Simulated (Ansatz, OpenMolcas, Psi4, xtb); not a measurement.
## Ligand exchange: SnH3Br + SiH2(SiH3)Br → SiH3(SnH3) + SiH2Br2

Species: SnH3Br `[Br][SnH3]`, singlet; SiH2(SiH3)Br, singlet; SiH3(SnH3), singlet; SiH2Br2 (dibromosilane) `Br[SiH2]Br`, singlet. The partners trade Br for SiH3: Sn–Br and Si–SiH3 bonds give way to Sn–SiH3 and Si–Br.

Shapes, held fixed at every level: PBE0-D4/def2-TZVP. Programs: Ansatz 0.2.0, OpenMolcas 26.06, Psi4 1.11, xtb 6.7.1. A level may come from different programs for different species; with the same settings they agree closely. The zero-point and thermal change to 298 K, harmonic and unscaled (PBE0-D4/def2-TZVP), is +0.2 kJ/mol.

```tsv
level	kind	ΔH(298 K) (kJ/mol)	less CCSD(T)/def2-TZVPP
GFN0-xTB	semi-empirical	-105.3	-91.3
PBE-D4/def2-TZVPP	GGA	-11.3	+2.7
r2SCAN-D4/def2-TZVPP	meta-GGA	-11.4	+2.6
PBE0/def2-SVP	global hybrid	-10.7	+3.3
r2SCAN0-D4/def2-TZVPP	global hybrid	-12.1	+1.9
wB97M-V/def2-TZVPP	range-separated hybrid	-14.8	-0.8
wB97X-V/def2-TZVPP	range-separated hybrid	-8.3	+5.7
CCSD(T)/def2-SVP	coupled cluster or CI	-7.3	+6.7
CCSD(T)/def2-TZVPP	coupled cluster or CI	-14.0	0.0
```

The highest level, CCSD(T)/def2-TZVPP, gives ΔH(298 K) = -14.0 kJ/mol; the levels span -105.3 to -7.3. GFN0-xTB strays far from the other rows. The column of differences is taken from that level and isn't an error. No measured value is set beside it here. For atoms past krypton def2 sets carry core potentials with scalar relativity. Relativity is left out for Br. Outer-core shells of Br, Sn are correlated, in sets that cover them unevenly.
